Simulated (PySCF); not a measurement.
# Effect of structural changes

Method: TDA wB97X-D/def2-TZVPD excited states, vertical, gas phase in PySCF. Geometry: PBE0-D3(BJ)/def2-TZVP.

Each molecule in one low-energy conformer.

Scalar relativity is left out, which matters for the atoms heavier than Zn.

(1) How does the vertical S1–T1 gap change along this series?
- O=c1cc1Br (H replaced by Br)
- O=c1cc1F (H replaced by F)
- O=c1cc1O (H replaced by OH)

## Answers

(1) 
| molecule | S1 (eV) | S1 from | f(S1) | T1 (eV) | T1 from | S1 − T1 (eV) | S0–T1 spin-orbit coupling (cm⁻¹) | S1–T1 spin-orbit coupling (cm⁻¹) |
| --- | --- | --- | --- | --- | --- | --- | --- | --- |
| O=c1cc1Br | 4.66 | HOMO→LUMO | 0.000 | 4.22 | HOMO→LUMO | 0.44 | 126.06 | 4.28 |
| O=c1cc1F | 5.20 | HOMO→LUMO | 0.001 | 4.69 | HOMO→LUMO | 0.51 | 30.30 | 0.33 |
| O=c1cc1O | 5.26 | HOMO→LUMO+1 | 0.001 | 4.80 | HOMO→LUMO+1 | 0.46 | 27.89 | 0.28 |

The vertical S1–T1 gap is lowest for O=c1cc1Br and highest for O=c1cc1F.
